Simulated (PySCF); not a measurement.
Precursor series Mo OH-NH2. Isolated molecules, 0 K electronic values unless said otherwise. One relaxed conformer stands for each flexible species; it need not be the lowest.

These are PBE-D3(BJ)/def2-TZVP // TPSS-D3(BJ)/def2-SVP (PySCF) values and carry that method's errors. All candidates: neutral, multiplicity 1. 

* **HOMO–LUMO gap**: 2.94 eV
* **LUMO**: -4.21 eV
* **HOMO**: -7.15 eV

Question: Say which member has these values.
A. [Mo(OH)2(NH2)4]
B. [Mo(OH)6]
C. [Mo(NH2)6]
D. [Mo(OH)5(NH2)]

Answer: B, [Mo(OH)6]. The others give [Mo(NH2)6]: 2.80 eV, -2.33 eV, -5.13 eV; [Mo(OH)5(NH2)]: 2.56 eV, -3.84 eV, -6.40 eV; [Mo(OH)2(NH2)4]: 2.34 eV, -2.92 eV, -5.26 eV
